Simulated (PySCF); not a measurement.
`C[Se]CO[SiH3]`. Level of theory: PBE0-D3(BJ)/def2-SVP geometry optimisation, gas phase (PySCF).

```
atom  x, y, z in Å
C1     1.9703   -0.2077    0.7384
Se2    0.9788    1.3525    0.1421
C3    -0.2635    0.3797   -1.0206
O4    -1.0869   -0.5157   -0.3567
Si5   -1.9739   -0.1260    1.0164
H6     2.6016   -0.6002   -0.0702
H7     2.6044    0.1050    1.5784
H8     1.2683   -0.9790    1.0812
H9    -0.8334    1.1751   -1.5350
H10    0.3231   -0.1718   -1.7707
H11   -3.0697   -1.1336    1.0540
H12   -2.5453    1.2501    0.9031
H13   -1.1586   -0.2437    2.2600
```

(1) What is the repulsion energy of the bare nuclei, Σ ZA·ZB/RAB?

(2) Give the dihedral angles C1–Se2–C3–H9, C3–O4–Si5–H12, H8–C1–Se2–C3, H10–C3–O4–Si5.

(3) What is the longest distance between nuclei?

(4) Work out the bond lengths C1–H6, C1–H7, Se2–C3, C3–O4, C3–H9, Si5–H11, Si5–H12 in pm.

(5) Where is the centre of mass (commonest isotopes), and what is the radius of gyration?

(6) What are the angles H6–C1–H8, Se2–C1–H7, C1–Se2–C3, O4–C3–H10, H9–C3–H10, O4–Si5–H13, O4–Si5–H12?

(7) Write the matrix of distances between heavy atoms (Å, lower triangle).

Results:

(1) 446.77 Eh over 78 pairs, with full nuclear charges and distances in bohr; the largest single term is 73.74 Eh (Se2 with Si5).

(2) C1–Se2–C3–H9 -174° (antiperiplanar); C3–O4–Si5–H12 39° (synclinal); H8–C1–Se2–C3 -50° (synclinal); H10–C3–O4–Si5 170° (antiperiplanar). Dihedral signs follow IUPAC: positive where, seen along the central bond, the front bond turns clockwise onto the rear one.

(3) H7···H11, 5.83 Å; the next longest distance is 5.81 Å.

(4) For C1–H6 the difference vector is (0.6313, -0.3925, -0.8086) Å, of length 1.0984 Å. C1–H6 109.8; C1–H7 109.8; Se2–C3 196.0; C3–O4 138.6; C3–H9 110.5; Si5–H11 148.9; Si5–H12 149.4 pm.

(5) Mass 155.951 u; centre at (0.162, 0.627, 0.219) Å; Rg = √(Σ m r²/M) = 1.678 Å. As Ia + Ib + Ic = 2 Σ m r², the three principal moments sum to 878.3 u·Å².

(6) From the scalar product of the two bond vectors; for H6–C1–H8 it is -0.4176 Å² over 1.0984 × 1.0978 Å², cos θ = -0.3463. H6–C1–H8 110.3°; Se2–C1–H7 107.5°; C1–Se2–C3 96.1°; O4–C3–H10 108.6°; H9–C3–H10 108.6°; O4–Si5–H13 112.0°; O4–Si5–H12 110.7°.

(7) 
```
C1    0.000
Se2   1.942  0.000
C3    2.903  1.960  0.000
O4    3.262  2.830  1.386  0.000
Si5   3.955  3.416  2.708  1.680  0.000
```

Stationary, but not proved a minimum. The numbers are those of one conformer.

Hardware: Arm Neoverse V2, one thread, shared host. Cost: 3.3 min wall. That covers the optimisation of the geometry.
